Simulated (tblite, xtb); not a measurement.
propene (C3H6), singlet, at a GFN2-xTB geometry. Base run: GFN1-xTB (xtb).

xtb was given this input:
```
$ xtb mol.xyz --gfn 1 --json

# file mol.xyz
9

C      1.27989193     0.12352179     0.00919112
C      0.00825223     0.47486055     0.00924347
H      1.58086326    -0.91147352    -0.00926160
H      2.07459801     0.84971927     0.02748105
H     -0.26659719     1.52209281     0.02807201
C     -1.13573952    -0.48243353    -0.01537878
H     -0.78376375    -1.51090673    -0.03343425
H     -1.76443256    -0.33959044     0.86334919
H     -1.75509560    -0.30553422    -0.89454124
```

Programs used: tblite, xtb; a row that names a program was run with it.

Each row names what was changed in the base input (with any setting that the change needs).

```
change                                            ΔE vs base (kJ/mol)  HOMO-LUMO gap (eV)  dipole (D)  SCF cycles
------------------------------------------------  -------------------  ------------------  ----------  ----------
base                                                             0.00                5.45        0.44           9
program = tblite; method = gfn1; option = --grad                 0.00                   -           -           -
file = coord                                                     0.00                5.45        0.44           9
gbsa = thf                                                 (withheld)                5.45  (withheld)           9
etemp = 10000                                              (withheld)          (withheld)  (withheld)           9
acc = 0.0001                                                     0.00                5.45        0.44          14
program = tblite; method = gfn1                                  0.00                   -           -           -
```

**Question.** Fill in the missing entries.

**Answer.** 
- gbsa = thf, ΔE vs base (kJ/mol): -12.22
- gbsa = thf, dipole (D): 0.49
- etemp = 10000, ΔE vs base (kJ/mol): -17.96
- etemp = 10000, HOMO-LUMO gap (eV): 5.46
- etemp = 10000, dipole (D): 0.50

ALPB and GBSA are two models with their own fitted parameters for each solvent, which aren't always the measured dielectric constant.
